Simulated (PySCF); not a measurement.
Cartesian coordinates (Å):
```xyz
6

Zr    -0.0329     0.0465    -0.0308
O      0.0972    -1.0745    -1.5430
H      0.1632    -1.6480    -2.3204
H      1.6066    -0.0720     0.8597
H     -0.3671     1.7690    -0.6762
H     -1.4482    -0.6129     0.9975
```
Charge 0, spin multiplicity 1.

Task: What is the computed LUMO, total energy, charge on the central atom (Mulliken), HOMO, HOMO–LUMO gap and dipole moment (PBE-D3(BJ)/def2-TZVP // PBE-D3(BJ)/def2-SVP in PySCF)?

Result: 
| Item | Result |
|---|---|
| LUMO | -2.73 eV |
| total energy | -124.6411 Ha |
| charge on the central atom (Mulliken) | 0.85 e |
| HOMO | -6.70 eV |
| HOMO–LUMO gap | 3.97 eV |
| dipole moment | 1.88 D |
